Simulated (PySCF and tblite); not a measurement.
The numbers below are computed, except where a source is named.
2 diastereomers of C₈H₁₁NO, numbered alike:

| isomer | SMILES | descriptors (one enantiomer) |
| --- | --- | --- |
| A | [CH3:1][O:2][C@H:3]1[C@H:4]2[CH2:5][CH2:6][C@:7]1([C:8]#[N:9])[CH2:10]2 | 3S, 4S, 7R |
| B | [CH3:1][O:2][C@@H:3]1[C@H:4]2[CH2:5][CH2:6][C@:7]1([C:8]#[N:9])[CH2:10]2 | 3R, 4S, 7R |

Each isomer is a Boltzmann average at 298.15 K over at most 6 conformers: GFN2-xTB geometries, energies PBE0/def2-SVP (D3(BJ) added where defined), GFN2-xTB thermal terms. Programs: PySCF with density fitting and tblite.

(1) Rank the isomers by free energy at 298.15 K.

Answers

(1) 
| isomer | ΔG (kcal/mol) | ΔE, lowest conformer | conformers | largest weight % | rms dipole (D) |
| --- | --- | --- | --- | --- | --- |
| A | 0.0 | 0.0 | 2 | 87 | 3.42 |
| B | 4.2 | 4.3 | 2 | 83 | 3.86 |

ΔG is for one enantiomer.
